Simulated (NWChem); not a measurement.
# CCl₃F; SMILES FC(Cl)(Cl)Cl

```xyz
5

F      0.0000     0.0000     1.5891
C      0.0000     0.0000     0.2517
Cl     1.3346    -1.0499    -0.3095
Cl    -1.5765    -0.6308    -0.3095
Cl     0.2419     1.6807    -0.3095
```
Atoms are numbered in this order, from 1.

All runs use the structure optimised with B3LYP/6-31G* (spherical d).

Problem. Give the principal values of the shielding tensors (ppm) of F1, C2, Cl3 from PBE/pcSseg-1, GIAO (NWChem), with their diamagnetic and paramagnetic parts as GIAO splits them.

Solution. 
| atom | σ11 | σ22 | σ33 | isotropic | diamagnetic | paramagnetic |
|---|---|---|---|---|---|---|
| F1 | 114.9 | 114.9 | 159.8 | 129.9 | 477.7 | -347.8 |
| C2 | 21.9 | 21.9 | 24.8 | 22.9 | 248.9 | -226.0 |
| Cl3 | -30.8 | 29.9 | 925.1 | 308.0 | 1145.2 | -837.1 |
